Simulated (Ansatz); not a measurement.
Consider the ligand exchange at the Si–C bond: `[SiH3]C[SiH2][TeH]` + `NB[SeH]` → `[SiH3]NB[SeH]` + `C[SiH2][TeH]`.

Isolated molecules relaxed with PBE0-D4/def2-TZVP in Ansatz; ΔE leaves out vibrations. CCSD(T)/CBS adds triple-zeta CCSD(T) − MP2 to the extrapolated MP2 energy (def2 sets, frozen cores). Functionals use def2-TZVPP. B3LYP here is the variant with VWN-RPA as its local correlation; programs differ in this. Elements past krypton have def2 core potentials. For Se, Te outer-core shells are correlated without core-valence functions, which leaves a few kJ/mol of doubt a bond. Scalar relativity is left out up to krypton. Each species was taken in one conformer, which may not be the lowest.

| level | ΔE (kcal/mol) | difference from CCSD(T)/CBS |
| --- | --- | --- |
| PBE0-D4 | -7.9 | 1.4 |
| ωB97X-V | -9.2 | 0.1 |
| PBE | -8.4 | 0.9 |
| PBE0 | -8.7 | 0.6 |
| B3LYP | -11.1 | -1.8 |
| MP2/def2-TZVPP | -9.6 | -0.3 |
| SCS-MP2/def2-TZVPP | -10.5 | -1.2 |
| CCSD(T)/def2-TZVPP | -9.7 | -0.4 |
| MP2/def2-QZVPP | -9.4 | -0.1 |
| CCSD/CBS(def2) | -9.8 | -0.5 |
| CCSD(T)/CBS | -9.3 | 0 |

Largest T1 diagnostic among the species: 0.011.

The D4 term adds +1.5 kcal/mol with B3LYP and +0.8 kcal/mol with PBE0; it sums over pairs of atoms, weighted by their polarisabilities, and B3LYP, whose exchange is more repulsive, gets the larger term. In def2-TZVPP, CCSD(T) changes the Hartree–Fock value by +3.5 kcal/mol (the triples alone add +0.4 kcal/mol) and MP2 by +3.6 kcal/mol.
